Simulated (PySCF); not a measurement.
# Diatomics with 82 electrons

PBE0 in PySCF with def2-SVP on every atom (core potentials on In, Sn, Sb), for the lowest determinant that a PBE0 search found; no spin–orbit coupling. All have 82 electrons, 8 of them in the valence shells, and the same state, a triplet (π ↑↑). For ions De leads to the atom and ion picked by measured ionisation energies and electron affinities.

| species | difference of nuclear charges | Re (Å) | ωe (cm⁻¹) | k (mdyn/Å) | De (eV) | dissociates to | Mayer bond order |
| --- | --- | --- | --- | --- | --- | --- | --- |
| InAs | 16 | 2.758 | 180 | 0.868 | 1.82 | In + As | 1.10 |
| SnGe | 18 | 2.576 | 243 | 1.59 | 2.61 | Sn + Ge | 1.95 |
| GaSb | 20 | 2.768 | 181 | 0.843 | 1.80 | Ga + Sb | 1.14 |
| InSe⁺ | 15 | 3.217 | 97.3 | 0.263 | 0.67 | In⁺ + Se | 0.38 |
| SnAs⁺ | 17 | 2.617 | 234 | 1.49 | 2.21 | Sn⁺ + As | 1.54 |
| GeSb⁺ | 19 | 2.600 | 241 | 1.58 | 2.73 | Ge⁺ + Sb | 1.75 |

These are scalar-relativistic numbers at best; spin–orbit coupling would shift them, the dissociation energy most. For an ion De counts to the pair picked by the measured ionisation energies or electron affinities, which need not be the lowest pair at this level. States were picked by a PBE0 search and need not be the measured ground states.
